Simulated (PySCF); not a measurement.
Geometry (Å), atoms numbered from 1 in this order:
```xyz
3

Cu    0.0006    0.0003    0.0000
Cl   -0.0178   -0.0222    2.1467
Cl    0.0172    0.0219   -2.1467
```

Total charge -1.

Geometry: PBE0-D3(BJ)/def2-SVP; GIAO absolute shieldings from PySCF 2.14, gas phase, non-relativistic, averaged over equivalent atoms.

At B3LYP/pcSseg-1 (pcSseg-2 on Cu) (121 basis functions, 6.1 s wall time on 1 thread of an x86-64 server CPU, shared host):
| atoms | σ (ppm) |
| --- | --- |
| Cu1 | 976.4 |
| Cl2/Cl3 | 1173.4 |

Problem. Estimate the result of repeating the calculation with PBE0/pcSseg-1 (pcSseg-2 on Cu).

Solution. 
```json
{"atoms": "Cu1", "σ at PBE0/pcSseg-1 (pcSseg-2 on Cu)": "1039.2", "change": "+62.8"}
{"atoms": "Cl2/Cl3", "σ at PBE0/pcSseg-1 (pcSseg-2 on Cu)": "1178.3", "change": "+4.9"}
```

The largest change is at Cu1 (Cu bonded to 2 Cl). Cost: 121 basis functions, 9.4 s wall time on 1 thread of an x86-64 server CPU, shared host.
